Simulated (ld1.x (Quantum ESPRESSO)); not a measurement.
## Plane-wave convergence, RRKJ potential for oxygen

ld1.x (Quantum ESPRESSO) 7.5 input, shortened:

```
&input
   title='O', zed=8., rel=0, dft='PBE', iswitch=3,
   config='[He] 2s2 2p4 3d-2'
 /
 &inputp
   pseudotype=2, tm=.false., lloc=2,
   nlcc=.false.
 /
3
2S  1  0   2.00   0.00  0.85  0.85  0.0
2P  2  1   4.00   0.00  1.20  1.20  0.0
3D  3  2  -2.00   0.30  1.15  1.15  0.0
 &test
   configts(1)='2s2 2p4'
 /
```

The pseudo-atom Hamiltonian at the reference potential is diagonalised in spherical Bessel functions j_l(qr) that vanish at 20 bohr, with q² up to the cutoff. All-electron valence levels (Ry): 2s -1.7577, 2p -0.6643.

Task: How do the lowest levels (Ry) of each channel move with the cutoff, and are there ghosts?

Result:

```csv
cutoff (Ry),s #1,p #1,p #2,d #1,f #1,f #2,Σ f·Δε (mRy)
8,-1.4409,-0.0611,0.0539,0.0792,0.1206,0.2624,3047.9
18,-1.4670,-0.2562,0.0448,0.0792,0.1206,0.2624,2215.3
40,-1.6263,-0.5599,0.0404,0.0792,0.1206,0.2624,681.8
60,-1.7083,-0.6487,0.0396,0.0792,0.1206,0.2624,162.7
110,-1.7554,-0.6645,0.0395,0.0792,0.1206,0.2624,5.4
180,-1.7580,-0.6645,0.0395,0.0792,0.1206,0.2624,0.2
400,-1.7580,-0.6645,0.0395,0.0792,0.1206,0.2624,0.0
```

Result: no extra level below or beside the all-electron valence levels (s, p, d, f tested); 10 mRy is reached at 110 Ry and 1 mRy at 140 Ry.

Its largest configuration-test error is +1262 meV.
